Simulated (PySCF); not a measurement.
Structure problem from calculated spectra and properties.

Elements present: B, C, Cl, H and S. Monoisotopic mass: 139.9426 u.

- Triplet: lowest triplet excitation (Tamm–Dancoff): 3.66 eV [TDA CAM-B3LYP/def2-SVPD]
- NMR, other nuclei: isotropic shieldings of nuclei other than C and H, by class: 48 (1 B), 661 (1 S), 725 (2 Cl) ppm [GIAO KT2/pcSseg-2]
- 13C NMR: chemical shifts (computed TMS as zero) by class: 30.7 (1 C), 30.1 (1 C) ppm [GIAO KT2/pcSseg-2]
- Polarisability: 82.3 au [CAM-B3LYP/def2-SVPD]
- UV, first state: lowest singlet excitation: 4.16 eV (298 nm, f = 0.018) [TDDFT CAM-B3LYP/def2-SVPD]
- UV, strongest line: among the 10 lowest singlet transitions: S7 at 6.98 eV (178 nm, f = 0.225) [TDDFT CAM-B3LYP/def2-SVPD]
- Dipole: 2.20 D [CAM-B3LYP/def2-SVPD]
- Rotational structure: rotational constants A, B, C: 2.503, 1.378, 1.024 GHz [PBE0-D3(BJ)/def2-SVP]
- 1H NMR: chemical shifts (computed TMS as zero) by class: 2.96 (1 H), 2.90 (1 H), 2.84 (1 H) ppm [GIAO KT2/pcSseg-2]

Gas-phase values; electronic properties from PySCF, density fitting. Levels stand in brackets. One conformer (not necessarily the lowest) at the PBE0-D3(BJ)/def2-SVP geometry, without solvent, vibrations or thermal averaging. NMR classes are plain means over equivalent atoms (diastereotopic ones count apart unless rotation or inversion swaps them), as if these changed places fast.

Q: Which formula fits the mass and the elements?

A: C2H3BCl2S (calculated 139.9426). No other formula that holds each of these elements comes within 0.0003 u with a fitting electron parity and a possible valence count.

Q: Give a SMILES that accounts for the data.

A: Numbering: `[Cl:1][B:2]([Cl:3])[C@@H:4]1[CH2:5][S:6]1`. 2 carbons fall into 2 classes; from least to most shielded: ring sp3 carbon bound to sulfur [C5] (30.7 ppm), ring sp3 carbon bound to sulfur [C4] (30.1 ppm). Hydrogen classes from least to most shielded: 1 H on an sp3 carbon bound to sulfur, C5 (2.96 ppm), 1 H on an sp3 carbon bound to sulfur, C5 (2.90 ppm), 1 H on an sp3 carbon bound to sulfur, C4 (2.84 ppm). The other shieldings belong to: 48 ppm, three-coordinate boron [B2]; 661 ppm, sulfide sulfur [S6]; 725 ppm, chlorine bonded to B [Cl1/Cl3]. S1 is mainly HOMO→LUMO (weight 0.89); the largest Löwdin shares of the orbital it empties are 0.72 on the sulfide sulfur, 0.09 on an sp3 carbon bound to sulfur and 0.08 on an sp3 carbon bound to sulfur, of the orbital it fills 0.35 on the three-coordinate boron, 0.27 on the sulfide sulfur and 0.12 on each of 2 atoms of one kind (chlorine bonded to B). The optimised geometry has point group C1 and is an asymmetric top. Structure: `ClB(Cl)[C@@H]1CS1`. The assignments are read from this structure; whether some other isomer fits the data as well wasn't checked. The mirror image fits equally.

Shape of the structure used: `[Cl:1][B:2]([Cl:3])[C@@H:4]1[CH2:5][S:6]1`: Cl1–B2–C4–C5 172°.
